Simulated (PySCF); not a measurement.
**Dipole response of Sn (tin, neutral)**

[Kr] 4d10 5s1 5p3, high-spin 5S determinant (an excited configuration). Calculation: PySCF 2.14, in aug-cc-pVQZ-PP with one added diffuse shell each of s, p, d, f, g type with ECP28MDF (8s8p6d4f3g, 117 functions); a scalar-relativistic core potential. Coupled (time-dependent) response in atomic units; α is the mean over directions.

```json
{"method": "UHF", "mean α (bohr³)": "50.70", "C₆ (like pair)": "545.5", "S(−4)": "773.2"}
{"method": "PBE", "mean α (bohr³)": "57.34", "C₆ (like pair)": "631.2", "S(−4)": "1139"}
{"method": "PBE0", "mean α (bohr³)": "54.12", "C₆ (like pair)": "588.6", "S(−4)": "958.3"}
```

S(−4) is the Cauchy moment in α(ω) = α(0) + S(−4) ω² + …

α(iu) at PBE:

```tsv
u (hartree)	α(iu) (bohr³)
0	57.34
0.0500	54.67
0.100	48.27
0.200	34.11
0.300	23.90
0.500	13.20
0.750	7.703
1.00	5.202
1.50	2.988
2.00	2.001
3.00	1.099
5.00	0.4743
```

A single London oscillator, α(iu) = α/(1 + u²/ω²), gives C₆ = (3/4) ω α². Matching the computed C₆ needs ω = 4 × 631.2 / (3 × 57.34²) = 0.256 hartree.

Energies and moments cover only the electrons outside the core potential.
